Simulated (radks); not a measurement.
Results of a calculation; reference values are marked as such.
I-, configuration [Xe].

Code: a radial shooting solver on a logarithmic mesh with Libxc functionals. Model: scalar-relativistic Kohn-Sham, LDA (Slater exchange, VWN5 correlation), spin-unpolarised, spherical densities, point nucleus; hard spherical wall at 2.5 bohr.

Energy parts (hartree):
| part | energy |
|---|---|
| total | -7102.63572 |
| kinetic | 7491.67952 |
| electron-nucleus | -17329.09957 |
| Hartree | 2912.80971 |
| exchange-correlation | -178.02537 |

Orbitals (lengths in bohr, moments of r in powers of bohr; <r^-3> diverges for s and p1/2; r(max) is where P^2 peaks):
orbital  occ.  eigenvalue (hartree)   <1/r>  <r^-3>     <r^2>   r(max)
1s          2             -1208.633   56.78       -  0.001006  0.01756
2s          2             -185.0195   13.01       -   0.01622  0.09922
2p          6             -165.9296   12.45    5765   0.01284  0.07951
3s          2             -35.72615   4.656       -    0.1133   0.2861
3p          6             -29.54220   4.429    1099    0.1135   0.2798
3d         10             -20.25157   4.193   151.5   0.09904   0.2317
4s          2              -4.77220   1.870       -    0.6329   0.6832
4p          6              -2.85649   1.702   209.6    0.7405   0.7194
4d         10              -0.08541   1.399   20.90     1.037   0.7915
5s          2               1.21890  0.8694       -     2.475    1.579
5p          6               1.88489  0.8642   64.91     2.598    1.665
4f          0               2.59511  0.9223   1.693     1.853    1.293
5d          0               3.07777  0.9234   12.01     2.629    1.783
6s          0               5.65897   1.028       -     2.600    2.031

The highest occupied level is 5p at 51.291 eV. The pressure on the wall is 5610 GPa.
